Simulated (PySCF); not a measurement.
# From computed data to an observable: dipole moment from atomic charges

F2H3N2Nb, SMILES [NH]=[Nb]([NH2])([F])[F], multiplicity 1. Atoms are numbered in the order given.

```xyz
8

Nb    -0.0381    -0.0244     0.0000
N      0.1931    -1.7461     0.0000
H      0.1960    -2.7612     0.0000
F     -0.9524     0.5305     1.5499
F     -0.9524     0.5305    -1.5499
N      1.7879     0.6636     0.0000
H      2.6504     0.1282     0.0000
H      1.9933     1.6620     0.0000
```

The structure is a stationary point at PBE0-D3(BJ)/def2-SVP. The spin state was assumed, not searched. The def2 effective core potentials stand for the cores of Nb; spin–orbit coupling is left out. Other conformers were not sampled.

Charges (e) from CAM-B3LYP/def2-TZVP (PySCF):

```tsv
atom	Mulliken	ESP fit
Nb1	1.843	1.837
N2	-0.763	-1.041
H3	0.235	0.466
F4	-0.492	-0.458
F5	-0.492	-0.458
N6	-0.845	-1.219
H7	0.264	0.446
H8	0.250	0.428
```

The dipole moment of the full density is 2.60 D.

### Question
What dipole moment does each set of point charges give, and which comes closer to that of the density?

### Answer

μ = Σ q r, and 1 e Å = 4.8032 D.
Mulliken: Σ q r = (0.453, 0.005, 0.000) e Å, |μ| = 2.18 D.
ESP fit: Σ q r = (0.548, -0.040, 0.000) e Å, |μ| = 2.64 D.
ESP fit comes closer in size. Point charges leave out the atoms' own dipoles (lone pairs, polarised bonds); fits to the potential absorb them, partitions of the density don't.
